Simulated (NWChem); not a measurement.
System: GeH cation, singlet

All runs: NWChem. Pople sets run with spherical d functions. Low-valent species are run as closed-shell singlets; no triplet was tried in these runs. Each level has its own optimisation; frequencies are unscaled.

```
level               r Ge–H (Å)  highest harmonic frequency (cm⁻¹)  zero-point energy (kcal/mol)
------------------  ----------  ---------------------------------  ----------------------------
B3LYP/3-21G              1.607                               1901                           2.7
PBE/def2-SVP             1.611                               1937                           2.8
Hartree-Fock/3-21G       1.579                               2045                           2.9
B3LYP/6-31G*             1.606                               1984                           2.8
```
